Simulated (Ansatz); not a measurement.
Relaxation of AlH5N2OSi (10 atoms, charge 0, multiplicity 1), to a largest force component of 0.015 eV/Å in at most 40 steps.

Method: Ansatz, RKS PBE-D4/STO-3G.

```xyz
10
Properties=species:S:1:pos:R:3
N -2.140 0.349 0.202
Si -0.790 -0.490 -0.490
N 0.478 0.684 -0.964
Al 1.283 -0.119 0.630
O 2.482 -0.385 1.916
H -1.838 0.972 0.997
H -2.470 1.077 -0.535
H -1.044 -1.337 -1.646
H 1.053 0.286 -1.702
H 2.257 0.235 2.627
```

Problem. Where does it end, and by what steps?

Solution. It converged. Limits of this set-up: minimal basis. After 13 steps the energy has fallen by 2.135 eV; H10 moved furthest, 0.83 Å.

| step | energy less start (eV) | largest force component (eV/Å) | accepted |
| --- | --- | --- | --- |
| 0 | 0.0000 | 3.650 | yes |
| 1 | -1.1282 | 1.596 | yes |
| 2 | -1.4330 | 0.916 | yes |
| 3 | -1.5823 | 1.194 | yes |
| 4 | -1.6966 | 2.083 | yes |
| 5 | -2.0007 | 0.782 | yes |
| 6 | -2.0674 | 0.582 | yes |
| 7 | -2.1020 | 0.901 | yes |
| 8 | -2.1087 | 0.609 | yes |
| 9 | -2.1127 | 0.222 | yes |
| 10 | -2.1335 | 0.130 | yes |
| 11 | -2.1350 | 0.029 | yes |
| 12 | -2.1353 | 0.035 | yes |
| 13 | -2.1354 | 0.015 | yes |

```xyz
10
Properties=species:S:1:pos:R:3
N -2.227 0.467 0.104
Si -0.710 -0.455 -0.204
N 0.743 0.452 -0.762
Al 1.225 -0.162 0.789
O 2.686 -0.026 1.707
H -1.980 1.452 0.415
H -2.731 0.633 -0.817
H -1.179 -1.508 -1.117
H 0.959 0.978 -1.648
H 2.483 -0.562 2.569
```

Whether the end is a true minimum wasn't checked by a vibrational analysis.

The run took 67 s on 1 thread of AMD EPYC (Zen 3) (shared host), peak memory 0.16 GiB.
